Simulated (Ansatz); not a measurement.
The cluster Zn3S3, relaxed as a singlet with RKS PBE0-D4/def2-SVP in Ansatz, starting from the GFN1-xTB geometry. Force threshold 0.02 eV/Å.

The restricted singlet is unstable towards broken spin symmetry in Hartree–Fock (as tested in another run); at PBE0-D4/def2-SVP this wasn't settled. Another isomer (singlet) lies 4.55 eV lower at PBE0-D4/def2-TZVP; other spin states weren't run for this one.

Start:

Cartesian coordinates in Å:
```
Zn 1.1842 1.2793 0.3925
Zn -2.0614 -0.5542 -1.0717
Zn -0.8905 1.8839 -0.9569
S -0.2730 -0.1816 1.7567
S 1.2665 -0.8134 -0.9455
S 0.7741 -1.6140 0.8249
```

Problem. Estimate the energy that the relaxation releases and the steps that it takes.

Solution. 9.4 kcal/mol, in 14 steps; 68 s on 4 threads of Intel Xeon Platinum 8259CL on a shared host. No frequencies were taken in this run, so the end may be a saddle point.

Problem. Does the start keep its bonding and symmetry?

Solution. By distances, no bond broke or formed. The bond that changes most is Zn1–S5, from 2.49 to 2.29 Å (atoms count from 1). Point group Cs at the start, Cs at the end, both within 0.05 Å.

Problem. Predict the relaxed structure.

Solution. 
Cartesian coordinates in Å:
```
Zn 0.951 1.135 0.285
Zn -1.856 -0.623 -0.927
Zn -0.898 2.030 -0.992
S -0.157 -0.085 1.867
S 1.457 -0.736 -0.925
S 0.503 -1.720 0.692
```
Bond lengths (bridged metal pairs left out): 2 × Zn–Zn 2.42 to 2.82 Å; 2 × S–Zn 2.29 Å; 2 × S–S 2.12 Å.
